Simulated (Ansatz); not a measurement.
Compare A (`C[NH][SnH2][F]`) with its isomer B (`FC[NH][SnH3]`).

Computed with Ansatz on PBE0-D4/def2-TZVP structures; ΔE is electronic, products minus reactants. CCSD(T)/CBS adds triple-zeta CCSD(T) − MP2 to the extrapolated MP2 energy (def2 sets, frozen cores). Functionals use def2-TZVPP. B3LYP here is the variant with VWN-RPA as its local correlation; programs differ in this. Elements past krypton have def2 core potentials. For Sn outer-core shells are correlated without core-valence functions, which leaves a few kJ/mol of doubt a bond. Each species was taken in one conformer, which may not be the lowest.

Which is lower in electronic energy at CCSD(T)/CBS, and by how much? (An estimate is asked.)

Computed: A, by 114.0 kJ/mol.

Give E(B) − E(A) in kJ/mol with ωB97M-V, B3LYP-D4, CCSD(T)/def2-TZVPP, MP2/def2-TZVPP, CCSD/def2-TZVPP, r2SCAN-D4, PBE-D4. (An estimate is asked.)

Computed: ωB97M-V 101.8, B3LYP-D4 104.3, CCSD(T)/def2-TZVPP 101.5, MP2/def2-TZVPP 109.8, CCSD/def2-TZVPP 101.8, r2SCAN-D4 104.1, PBE-D4 100.2. None reverses the order clearly.

Largest T1 diagnostic: 0.013.
